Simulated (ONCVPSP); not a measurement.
## Configuration tests for Zn (ONCV)

```
Element                 : zinc (Zn)
Generator               : ONCVPSP 4.0.1
Type                    : optimised norm-conserving Vanderbilt (ONCV)
Functional              : PBE
Relativity              : scalar-relativistic
Frozen core             : [Ne]
Valence charge          : 20
Reference configuration : 3s2 3p6 3d10 4s1 4p1
Partial waves           : 3s+4s: rc 1.30 bohr, ncon 3, nbas 6, qcut 7.5 1/bohr, 2 projectors; 3p+4p: rc 1.10 bohr, ncon 3, nbas 6, qcut 11.6 1/bohr, 3 projectors, debl 2.4 Ha; 3d: rc 0.95 bohr, ncon 4, nbas 8, qcut 19.9 1/bohr, 2 projectors, debl 3.1 Ha
Local potential         : polynomial inside 0.80 bohr (lpopt 1, dvloc0 6 Ha)
Core correction         : Teter function, fcfact 4, rcfact 1.55
```

Energies are relative to the spin-unpolarised reference configuration 3s2 3p6 3d10 4s1 4p1; without spin polarisation the order of configurations can differ from experiment.

```csv
valence configuration,charge,ΔE all-electron (eV),error AE − PS (meV)
3s2 3p6 3d10 4s1 4p0,+1,4.802,-0.1
3s2 3p6 3d10 4s0 4p0,+2,23.245,-0.2
```

(1) What are ΔE and the potential's error for 3s2 3p6 3d9 4s2 4p1?

(2) What are ΔE and the potential's error for 3s2 3p6 3d10 4s2 4p0?

Answers

(1) ΔE = 7.157 eV all-electron; the error (AE − PS) is +7.5 meV.

(2) ΔE = -5.087 eV all-electron; the error (AE − PS) is +0.5 meV.
